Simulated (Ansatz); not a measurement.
System: SnHCl, charge 0, singlet. SnHCl (SMILES [SnH][Cl]).
B3LYP-D3(BJ)/def2-TZVP minimum from Ansatz (a first-principles code):
```xyz
3

Sn    -0.3096    -0.3059     0.4101
H     -1.4270    -0.9130    -0.8448
Cl     0.9945     0.9535    -1.1565
```
Charge 0, spin multiplicity 1.

Total energies in def2-QZVPP, 12 correlated electrons, 14 frozen orbitals. Open shells are spin-unrestricted; no spin-orbit coupling. Cores are frozen in correlated methods (noble-gas shells, and filled d and f shells in the p block). Past Kr the def2 sets carry scalar-relativistic core potentials. Spin-orbit terms, left out, reach several kcal/mol for Br and I, and more for heavier atoms.

```tsv
method	program	energy (Eh)	minus CCSDT(Q) (mEh)
HF	Ansatz	-673.49925	343.91
MP2	Ansatz	-673.79877	44.39
CCSD	Ansatz	-673.82696	16.20
CCSD(T)	Ansatz	-673.84153	1.63
CCSDT(Q)	Ansatz	-673.84316	0.00
```

Rough core times of Ansatz's runs on a shared machine: CCSD(T) 30 s, CCSDT(Q) 60 min.
